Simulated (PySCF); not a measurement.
Si4H8.
Atom-mapped SMILES: `[SiH2:1]1[SiH2:2][SiH2:3][SiH2:4]1` (hydrogens: H5, H6 on Si1; H7, H8 on Si2; H9, H10 on Si3; H11, H12 on Si4)

Method used: PySCF, PBE0-D3(BJ)/def2-SVP geometry optimisation, gas phase.

Give the optimised bond lengths and angles.

```json
{"bond": "Si1–Si2 and 3 like bonds", "length (Å)": "2.374", "order": "single"}
{"bond": "Si1–H5 and 7 like bonds", "length (Å)": "1.497", "order": "single"}
```

Bonds in one row agree within 0.01 Å and their mean is given. Orders are formal, as drawn. A selection of angles:
```json
{"angle": "Si2–Si1–Si4", "degrees": "90.0"}
{"angle": "Si2–Si1–H5", "degrees": "114.2"}
{"angle": "H5–Si1–H6", "degrees": "108.9"}
```

Torsions: Si4–Si1–Si2–Si3 0° (synperiplanar); Si1–Si2–Si3–Si4 0° (synperiplanar); Si2–Si3–Si4–Si1 0° (synperiplanar); Si2–Si1–Si4–Si3 0° (synperiplanar).

All 4 Si–Si bonds measure 2.373 to 2.374 Å. All internal angles of the 4-membered ring Si1–Si2–Si3–Si4 are 90.0°; it is planar, 0.00 Å rms from its mean plane, widest ring torsion 0°. Si1 (SiH2 silicon) has angles from 90.0° to 114.4°. The 4 heavy atoms lie in one plane (0.001 Å rms).

Point group: D4h (tolerance 0.08 Å). Not checked by PBE0-D3(BJ)/def2-SVP frequencies.
